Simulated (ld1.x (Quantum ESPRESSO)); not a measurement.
## What one change does to a pseudopotential (Si, TM)

silicon (Si), norm-conserving Troullier–Martins (Kleinman–Bylander form), made with ld1.x (Quantum ESPRESSO) 7.5 (PBEsol, scalar-relativistic). Core [Ne], reference 3s2 3p2. Waves: 3s (bound): rc 1.25 bohr; 3p (bound): rc 2.40 bohr. Local part: the p channel. Core correction: none.

Change: all radii scaled by about 1.07 (s 1.34, p 2.58 bohr).

Cutoffs: the cutoffs (Ry, on a coarse ladder) from which the occupation-weighted sum of valence levels, in a spherical-Bessel basis at the reference potential, stays within 10 and 1 mRy of its value at 400 Ry; they do not see the model core or the augmentation charge, which bear on the density cutoff. Errors are all-electron minus pseudo energies relative to the spin-unpolarised reference configuration.

**Question.** How do hardness, ghosts and transferability respond?

**Answer.** The potential gets softer (50 Ry and 110 Ry → 40 Ry and 90 Ry); of the 7 tests that both files solve, the error grows in 0 and shrinks in 6 by more than 15 % and 0.3 meV (median size 9.8 → 7.8 meV); neither file shows a bound ghost. A larger radius leaves more room for a smooth pseudo-wave, so fewer plane waves are needed. That the errors move this way runs against the usual rule that smaller radii transfer better.

```tsv
quantity	base	changed
cutoff, loose	50 Ry	40 Ry
cutoff, tight	110 Ry	90 Ry
loose cutoff by channel (10 mRy a level)	s 45 Ry, p 6 Ry	s 35 Ry, p 6 Ry
bound ghosts	none	none
error for 3s2 3p1, meV [ΔE 7.71 eV]	+2.3	+0.9
error for 3s2 3p0, meV [ΔE 23.68 eV]	+23	+7.9
error for 3s1 3p0, meV [ΔE 57.58 eV]	+81	+67
error for 3s1 3p2, meV [ΔE 15.12 eV]	+9.8	+7.8
error for 3s0 3p4, meV [ΔE 13.74 eV]	+55	+30
error for 3s1 3p3, meV [ΔE 6.79 eV]	+8.0	+3.1
error for 3s2 3p1.5, meV [ΔE 2.91 eV]	+0.3	+0.1
```
